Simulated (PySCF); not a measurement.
Ga(Cl)2(NHMe) (CH₄Cl₂GaN), SMILES [Cl][Ga]([Cl])[NH]C. Geometry: PBE-D3(BJ)/def2-SVP. The structure was generated by enumeration; whether it is a known compound was not checked. Other conformers were not sampled.

Computed with PBE-D3(BJ)/def2-SVP in PySCF.

Harmonic wavenumbers (cm⁻¹): 89, 95, 118, 120, 155, 291, 384, 439, 446, 649, 1052, 1093, 1125, 1328, 1398, 1414, 1441, 2926, 2986, 3055, 3525. Rotational constants (GHz): 2.452, 1.625, 0.9835; symmetry number 1.

Problem. Work out the zero-point energy and the ideal-gas rigid-rotor harmonic-oscillator thermochemistry at 298.15 K and 1 atm.

Solution. ZPE = ½ Σ hcν = ½ × 24130 cm⁻¹ = 34.50 kcal/mol. H − E(el) = 40.05 kcal/mol. Entropy in cal/(mol K): translation 41.31, rotation 28.80, vibration 20.84, total 90.95. G − E(el) = 12.93 kcal/mol. Cp = 25.80 cal/(mol K). Modes under 150 cm⁻¹ make the vibrational entropy uncertain.
